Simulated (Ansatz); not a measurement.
Mulliken charges of H₄O₅W, SMILES `[O]=[W]([OH])([OH])([OH])[OH]` from B3LYP/def2-TZVPP in Ansatz (PBE0-D4/def2-TZVP geometry).

| atom | x (Å) | y (Å) | z (Å) | charge (e) |
| --- | --- | --- | --- | --- |
| O1 | 0.239 | -0.430 | 1.993 | -0.364 |
| W2 | 0.174 | -0.026 | 0.352 | 1.192 |
| O3 | 1.485 | -1.164 | -0.387 | -0.367 |
| O4 | -1.219 | -1.130 | -0.401 | -0.443 |
| O5 | -1.214 | 1.281 | 0.098 | -0.436 |
| O6 | 1.258 | 1.507 | 0.099 | -0.391 |
| H7 | 1.706 | -1.273 | -1.314 | 0.196 |
| H8 | -1.116 | -2.076 | -0.259 | 0.198 |
| H9 | -2.088 | 0.909 | -0.051 | 0.203 |
| H10 | 0.859 | 2.351 | -0.126 | 0.213 |

Q: By hand: the dipole of these point charges (1 e Å = 4.8032 D).

A: Σ q r = (0.025, -0.070, -0.414) e Å, of length 0.421 e Å = 2.02 D.

Q: How does the dipole of the full density compare? (Best estimate.)

A: The calculation gave: (-0.095, -0.164, -0.679) e Å, 3.39 D; the point charges give 0.60 times that, at 12° from its direction.

Point charges leave out the atoms' own dipoles, such as those of lone pairs, and Mulliken's split depends on the basis, so the two needn't agree.

B3LYP here is the variant with VWN-RPA as its local correlation; programs differ in this.
